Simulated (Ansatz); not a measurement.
`O[CH2][GeH2][OH]` → CH₃OH + `[OH][GeH]` at 600 K and 1 bar (germylene formation by 1,1-elimination).

Isolated molecules relaxed with PBE0-D4/def2-TZVP in Ansatz; ΔE leaves out vibrations. CCSD(T)/CBS is the MP2 limit (def2-TZVPP, def2-QZVPP) plus CCSD(T) − MP2 in def2-TZVPP, frozen cores. This one scheme is used for every species. For Ge outer-core shells are correlated without core-valence functions, which leaves a few kJ/mol of doubt a bond. Scalar relativity is left out up to krypton. One conformer a species, not always the lowest.

```csv
species,CCSD(T)/CBS energy (Eh),H − E (kJ/mol),S (J/(mol·K))
`O[CH2][GeH2][OH]`,-2268.12451,245.9,435.8
CH₃OH,-115.61712,163.6,277.3
`[OH][GeH]`,-2152.47759,79.9,292.6
```

H − E and S are ideal-gas, rigid-rotor, harmonic terms from PBE0-D4/def2-TZVP, for one conformer and one mirror image of each species. 1 Eh = 2625.50 kJ/mol, R = 8.31446 J/(mol·K).

By hand: ΔE, ΔH, ΔS and ΔG.

ΔE = (-115.61712) + (-2152.47759) − (-2268.12451) = 0.02980 Eh = 78.2 kJ/mol. Δ(H − E) = 163.6 + 79.9 − 245.9 = -2.4, so ΔH = 75.8 kJ/mol. ΔS = 277.3 + 292.6 − 435.8 = 134.1 J/(mol·K). ΔG = 75.8 − 600 × (134.1)/1000 = -4.7 kJ/mol.

By hand: the equilibrium constant, and the temperature at which ΔG would vanish if ΔH and ΔS stayed fixed.

log₁₀ K = −ΔG/(RT ln 10) = 0.4. ΔG = 0 at ΔH/ΔS = 565 K.

The number of gas molecules changes by +1, which sets the sign of ΔS. The sign of ΔG lies within the doubt. A doubt of 5 kJ/mol in ΔE shifts log₁₀ K by 0.4 here. Other conformers and mirror images would add mixing entropy, several J/(mol·K) or more a flexible species. Modes under 60 cm⁻¹, often nearly free rotors, make the harmonic entropy too high. These are equilibria of isolated gas molecules and say nothing of rates. Largest T1 diagnostic: 0.016 (customary marks: 0.02 for closed shells, 0.045 for open ones).
